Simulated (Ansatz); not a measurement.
Consider the β-hydride elimination: `C=C(Cl)BOC` → `BC(=C)Cl` + `C=O`.

Calculated with Ansatz (gas phase, PBE0-D4/def2-TZVP geometries, no zero-point term in ΔE). CCSD(T)/CBS is the MP2 limit (def2-TZVPP, def2-QZVPP) plus CCSD(T) − MP2 in def2-TZVPP, frozen cores. This one scheme is used for every species. One conformer a species, not always the lowest.

`C=C(Cl)BOC`:

```xyz
12

C     1.642   -1.550   -1.222
C     0.414   -1.159   -0.888
Cl   -0.962   -2.026   -1.497
B     0.175    0.063    0.042
O    -1.072    0.429    0.359
C    -1.348    1.530    1.198
H     2.491   -0.998   -0.834
H     1.837   -2.398   -1.868
H     1.126    0.667    0.465
H    -0.429    2.019    1.533
H    -1.911    1.179    2.065
H    -1.962    2.246    0.648
```

`BC(=C)Cl`:

Z-matrix (Å, degrees):
```
B
C 1 1.537
H 1 1.192 2 121.8
H 1 1.195 2 117.2 3 180.0
C 2 1.337 1 121.8 3 -180.0
Cl 2 1.742 1 119.3 3 0.0
H 5 1.085 2 123.1 1 180.0
H 5 1.084 2 118.8 1 -0.0
```

`C=O`:

Cartesian coordinates in Å:
```
C -0.003 0.003 0.003
O 0.634 -0.741 -0.682
H -1.088 -0.141 0.176
H 0.457 0.879 0.504
```

```csv
species,CCSD(T)/CBS(def2) energy (Eh)
`C=C(Cl)BOC`,-677.53254
`BC(=C)Cl`,-563.04034
`C=O`,-114.39408
```

**Question.** Work out ΔE.

**Answer.** ΔE = (-563.04034) + (-114.39408) − (-677.53254) = 0.09812 Eh = +257.6 kJ/mol.

Largest T1 diagnostic among the species: 0.015.

The D4 term adds +10.7 kJ/mol with B3LYP and +6.1 kJ/mol with PBE0; it sums over pairs of atoms, weighted by their polarisabilities, and B3LYP, whose exchange is more repulsive, gets the larger term. In def2-TZVPP, CCSD(T) changes the Hartree–Fock value by +25.5 kJ/mol (the triples alone add +1.0 kJ/mol) and MP2 by +33.0 kJ/mol. From PBE to PBE0 (25 % exact exchange), in def2-TZVPP and without D4, ΔE moves by +10.7 kJ/mol.

B3LYP here is the variant with VWN-RPA as its local correlation; programs differ in this.
